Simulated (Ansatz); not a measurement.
Consider the ligand exchange at the Si–O bond: `O[SiH]([SiH3])S` + H–F → `F[SiH]([SiH3])S` + H₂O.

Computed with Ansatz on PBE0-D4/def2-TZVP structures; ΔE is electronic, products minus reactants. CCSD(T)/CBS is the MP2 limit (def2-TZVPP, def2-QZVPP) plus CCSD(T) − MP2 in def2-TZVPP, frozen cores. This one scheme is used for every species. DFT in def2-TZVPP. B3LYP here is the variant with VWN-RPA as its local correlation; programs differ in this. One conformer a species, not always the lowest.

Is it downhill or uphill in electronic energy at CCSD(T)/CBS, and by how much? (Best estimate.)

The calculation gave: Downhill: ΔE = -10.2 kcal/mol.

What do these levels give: revPBE-D4, r2SCAN0-D4, BHLYP-D4, B3LYP, RPA@PBE/def2-TZVPP, CCSD/def2-TZVPP? (Estimate.)

Ansatz gave: revPBE-D4 -9.7, r2SCAN0-D4 -10.4, BHLYP-D4 -10.6, B3LYP -11.4, RPA@PBE/def2-TZVPP -10.2, CCSD/def2-TZVPP -10.1 kcal/mol.

Largest T1 diagnostic among the species: 0.013.

The D4 term adds +0.8 kcal/mol with B3LYP and +0.5 kcal/mol with PBE0; it sums over pairs of atoms, weighted by their polarisabilities, and B3LYP, whose exchange is more repulsive, gets the larger term. Leaving LDA and LC-ωPBE aside and taking each functional with its dispersion term where it has one, the values, not all of them listed here, spread over 1.8 kcal/mol, from B97M-V to revPBE-D4. LDA lies +1.1 kcal/mol from PBE without D4. In def2-TZVPP, CCSD(T) changes the Hartree–Fock value by +1.7 kcal/mol (the triples alone add +0.2 kcal/mol) and MP2 by +2.2 kcal/mol.
